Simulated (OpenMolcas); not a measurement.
**Fe2+, Ru2+, Os2+: d6 down the group**

* Program: OpenMolcas
* Method: CASSCF
* Basis: ANO-R3
* Scalar Hamiltonian: X2C, finite nucleus
* Spin-orbit coupling: RASSI with atomic mean-field integrals over the reference wave functions, term energies averaged over their components

Active space for each ion: 6 electrons in 5 orbitals (d).

Computed levels in cm-1 above 5D4:

```json
{"Level": "5D3", "Fe2+": "435", "Ru2+": "1196", "Os2+": "4360"}
{"Level": "5D2", "Fe2+": "745", "Ru2+": "1930", "Os2+": "5422"}
{"Level": "5D1", "Fe2+": "946", "Ru2+": "2376", "Os2+": "7294"}
{"Level": "5D0", "Fe2+": "1045", "Ru2+": "2587", "Os2+": "8021"}
{"Level": "3H6", "Fe2+": "22582", "Ru2+": "17770", "Os2+": "18307"}
{"Level": "3H5", "Fe2+": "22812", "Ru2+": "18179", "Os2+": "18517"}
{"Level": "weight of 5D in the lowest level (%)", "Fe2+": "100", "Ru2+": "99", "Os2+": "90"}
```

Mixed levels, with the weight of the term that names them: Os2+ 3H5 (59 %).

Measured, with the error of the calculation in %. Measured levels: Fe2+ from Corliss and Sugar, J. Phys. Chem. Ref. Data 11, 135 (1982); Ru2+ from Moore, Atomic Energy Levels, vol. III, NSRDS-NBS 35 (1971 reprint of NBS Circular 467, 1958).

```
Level           Fe2+         Ru2+
  5D3     436 (-0.2)  1159 (+3.2)
  5D2     739 (+0.9)  1826 (+5.7)
  5D1     932 (+1.5)  2266 (+4.8)
  5D0    1027 (+1.7)  2476 (+4.5)
  3H6  20051 (+12.6)             
  3H5  20301 (+12.4)
```

The fine-structure level 5D0 changes by a factor of 7.68 from Fe2+ to Os2+.

Without spin-orbit coupling 3H lies 22365, 17221, 16076 cm-1 above 5D in that order; the difference to the level 3H6, of either sign, comes from spin-orbit coupling, which also lowers the zero.

Without dynamic correlation excited terms often stand tens of per cent too high (terms of higher spin than the ground term too low), and those without a measured partner can miss by more than the paired ones. Some high roots are left out of the spin-orbit mixing, which shifts the levels that they would mix with (holds for Ru2+). Levels of configurations with an s electron are missing; early in the row they begin among the upper levels of the d shell and mix with terms of their name (holds for Ru2+). Configurations with an s electron lie low in 5d ions of this charge, fall among these levels and mix in, so low-spin terms can stand far too high, up to twice their true height, and weights are not those of the real levels (holds for Os2+). Measured partners are found by configuration, term and J. A level has none where our copy of the source lacks it or the pairing is in doubt (some pairs that miss far off the trend of their configuration count as doubtful), and it then counts in no deviation. Only configurations of the active space appear.
